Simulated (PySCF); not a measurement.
Sn(F)4 cation (F₄Sn), SMILES [F][Sn]([F])([F])[F] (connectivity only; charge and spin as stated), charge +1, multiplicity 2.

The structure is a stationary point at PBE0-D3(BJ)/def2-SVP. The multiplicity is an assumed one; other spin states were not compared. The isomer is the one that the SMILES or the coordinates give; other isomers of the formula were not compared. The def2 effective core potentials stand for the cores of Sn; spin–orbit coupling is left out.

These are CAM-B3LYP/def2-TZVP run with PySCF values and carry that method's errors.

Computed frontier levels, dipole moment and polarisability:
```json
{
 "α spin, highest occupied and lowest empty level": "-20.43 and -10.35 eV",
 "β spin, highest occupied and lowest empty level": "-20.43 and -13.02 eV",
 "dipole_moment_about_the_centre_of_nuclear_charge": "0.45 D",
 "mean_static_polarisability": "35.4 bohr³ (5.25 Å³)",
 "polarisability_principal_values": "31.6, 32.6, 42.1 bohr³",
 "⟨S²⟩": "0.759 (pure state 0.75)"
}
```
